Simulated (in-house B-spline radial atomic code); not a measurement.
## RPA and G0W0 on Hartree-Fock: Sr VI (Sr5+)

Configuration [Ar] 3d10 4s2 4p3, highest spin, mean-field start Hartree-Fock. Computed with an all-electron radial atomic-structure program (B-spline basis): all electrons, non-relativistic, point nucleus, each spin shell either full or empty, empty states to l = 9 with an (l + 1/2)⁻⁴ tail; G0W0 by contour deformation at full frequency.

Without relativity these are model numbers: it shifts the levels of so heavy an element strongly and can reorder them.

Command:
```bash
python run_gw.py task.json out
```
Settings (radii: box in bohr, nucleus in fm):
```
Z                        38
electrons                33
configuration            [Ar] 3d10 4s2 4p3
hamiltonian              nr
method                   hf
lmax                     9
spin_polarised           True
box_radius               10.43
intervals                51
```

Time taken, with all properties: 3.8 s on 1 thread of Arm Neoverse N1, on a shared host.

Energies (hartree):

```csv
term,value
mean-field total,-3124.91005
Hartree-Fock functional on these orbitals,-3124.91005
direct second order,-2.5056
second-order exchange,0.73583
SOSEX correction,0.69398
```

What is the RPA correlation energy, and what remains with SOSEX?

RPA gives -2.2642 hartree (-1.87 eV per electron); RPA + SOSEX gives -1.5703, and the second-order doubles (MP2) -1.7697 hartree. SOSEX takes back 31 % of the RPA value.

Quasi-particle levels (eV):

```json
{"level": "4p up", "occupied": "yes", "mean field": "-88.84", "Σx - vxc": "0.00", "Σc": "?", "QP weight": "?", "G0W0": "?"}
{"level": "4s down", "occupied": "yes", "mean field": "-100.03", "Σx - vxc": "0.00", "Σc": "-2.57", "QP weight": "0.973", "G0W0": "-102.60"}
{"level": "4s up", "occupied": "yes", "mean field": "-112.55", "Σx - vxc": "0.00", "Σc": "3.17", "QP weight": "0.862", "G0W0": "-109.38"}
{"level": "3d down", "occupied": "yes", "mean field": "-219.44", "Σx - vxc": "0.00", "Σc": "3.64", "QP weight": "0.946", "G0W0": "-215.81"}
{"level": "4p down", "occupied": "no", "mean field": "-67.97", "Σx - vxc": "0.00", "Σc": "-2.27", "QP weight": "0.974", "G0W0": "-70.24"}
```

G0W0 = mean field + (Σx - vxc) + Σc, with Σc (partial-wave tail included) taken at the quasi-particle energy. Only the outer levels were computed.

Where does G0W0 put 4p up?

At -89.50 eV, with Σc = -0.66 eV and a quasi-particle weight of 0.973. The tabulated removal energy is 88 ± 2 eV (NIST, tabulated theory); the calculation leaves out relativity, Breit and QED terms, and what these don't explain is the method's own error.
